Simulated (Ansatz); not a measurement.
The same path of ClGaH2 + FH (6 atoms, charge 0, multiplicity 1) was run twice with different band settings. Lost on the way: H5–F6. Made: Cl2–H5.

Computed with RKS PBE0-D4/def2-mTZVP (Ansatz).

Relaxed end points:

```xyz
6
Properties=species:S:1:pos:R:3
Ga -0.499 -0.465 -0.430
Cl 0.971 0.953 -1.316
H 0.038 -1.923 -0.359
H -1.926 0.141 -0.311
H 0.992 0.924 0.951
F 0.424 0.368 1.464
```

```xyz
6
Properties=species:S:1:pos:R:3
Ga -0.624 -0.594 -0.001
Cl 1.199 1.163 -0.995
H 0.015 -1.950 -0.421
H -1.957 0.121 -0.372
H 1.206 1.139 0.323
F 0.162 0.121 1.467
```

Common settings: movable images 7; climbing image yes; spring 5.0 eV/Å²; optimiser quadratic models (default); start path through a guess of the saddle point; iteration limit 60; end points relaxed.

| run | force threshold |
| --- | --- |
| 1 | 0.05 eV/Å |
| 2 | 0.5 eV/Å |

Q: What does each run give, and how far can it be trusted?

A: Run 1: converged after 9 iterations, highest image 0.481 eV above the first end. A vibrational analysis at the climbing image gives one clearly imaginary mode, 228i cm⁻¹: a first-order saddle point.
Run 2: converged after 3 iterations, highest image 0.488 eV above the first end. The threshold of 0.5 eV/Å is loose, so the images may lie well off the minimum-energy path. The order of the stationary point at the top wasn't checked.
The orbitals stay closed-shell, which can raise the energy where a bond breaks towards radicals; this wasn't checked here.
